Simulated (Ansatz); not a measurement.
Program: Ansatz. Geometries: PBE0-D4/def2-TZVP. ΔE: electronic, gas phase. CCSD(T)/CBS is the MP2 limit (def2-TZVPP, def2-QZVPP) plus CCSD(T) − MP2 in def2-TZVPP, frozen cores. DFT in def2-TZVPP. B3LYP here is the variant with VWN-RPA as its local correlation; programs differ in this. HSE06 is defined as in plane-wave codes. For Br outer-core shells are correlated without core-valence functions, which leaves a few kJ/mol of doubt a bond. Scalar relativity is left out up to krypton. One conformer a species, not always the lowest.

Reaction (ligand exchange at a B–O bond): `[SiH3]OB(S)Cl` + HBr → `SB(Cl)Br` + silanol

Question: Is it downhill or uphill in electronic energy at CCSD(T)/CBS, and by how much? (An estimate is asked.)

Answer: Computed: Uphill: ΔE = +52.2 kJ/mol.

Question: What do these levels give: revPBE-D4, r2SCAN-D4, B3LYP-D4, HSE06-D4, B2PLYP, revPBE, r2SCAN, BHLYP, RPA@PBE/def2-TZVPP, HF/def2-QZVPP, MP2/CBS(def2), CCSD/CBS(def2)? (Estimate.)

Answer: The calculation gave: revPBE-D4 46.6, r2SCAN-D4 53.5, B3LYP-D4 60.5, HSE06-D4 50.7, B2PLYP 55.4, revPBE 41.5, r2SCAN 52.5, BHLYP 63.9, RPA@PBE/def2-TZVPP 54.6, HF/def2-QZVPP 72.8, MP2/CBS(def2) 44.0, CCSD/CBS(def2) 55.0 kJ/mol.

Question: What do rigid-rotor, harmonic-oscillator terms from PBE0-D4/def2-TZVP frequencies (298.15 K, 1 bar) make of the CCSD(T)/CBS value? (Best estimate.)

Answer: Ansatz gave: ΔZPE = +7.8 kJ/mol, ΔH = +57.5 kJ/mol, ΔS = 5 J/(mol·K), ΔG = +56.0 kJ/mol. Modes under 50 cm⁻¹ make the entropy rough.

Largest T1 diagnostic among the species: 0.012.

At CCSD(T), def2-SVP lies +17.9 kJ/mol from the extrapolated value and def2-TZVPP +3.5 kJ/mol. From BLYP to BHLYP (50 % exact exchange), in def2-TZVPP and without D4, ΔE moves by +9.8 kJ/mol. In def2-TZVPP, CCSD(T) changes the Hartree–Fock value by −15.4 kJ/mol (the triples alone add −2.9 kJ/mol) and MP2 by −23.6 kJ/mol.
